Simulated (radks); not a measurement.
Results of a calculation; reference values are marked as such.
All-electron atom: Ru II in [Kr] 4d7. Code: a radial shooting solver on a logarithmic mesh with Libxc functionals. Model: scalar-relativistic Kohn-Sham, r2SCAN, spin-polarised, spherical densities, finite nucleus; open shells are filled with parallel spins first (spin-orbit coupling, left out, can overturn this in heavy ions); meta-GGA in the generalised Kohn-Sham scheme; Fermi nuclear charge, rms radius 4.4809 fm.

Local quantities along the radius. ELF = 1/(1 + alpha^2) is the electron localisation function; alpha = (tau - tau_W)/tau_unif compares the Pauli kinetic energy density with that of the uniform gas (summed over spins). tau is taken from the large components.

```
   r/bohr * ELF (the largest magnitude, 0.999, reaches the edge; | marks zero)
 0.002957 |                                                      *
 0.003882 |                                                      *
 0.005095 |                                                      *
 0.006688 |                                                      *
 0.008778 |                                                      *
  0.01152 |                                                      *
  0.01512 |                                                     *
  0.01985 |                                                    *
  0.02606 |                                               *
   0.0342 |                                 *
  0.04489 |                  *
  0.05892 |                  *
  0.07734 |                                *
   0.1023 |                                         *
   0.1343 |                                    *
   0.1763 |                  *
   0.2314 |                   *
   0.3038 |                                     *
   0.3987 |                                         *
   0.5233 |                         *
   0.6869 |         *
   0.9017 |                                 *
    1.184 |                                         *
    1.553 |                               *
    2.039 |                *
    2.676 |     *
    3.513 | *
    4.611 *
    6.053 *
```

On this mesh the ELF has minima near r = 0.051, 0.20, 0.69 bohr, which separate the shells, and maxima near 0.10 (0.76), 0.40 (0.77), 1.2 (0.76).
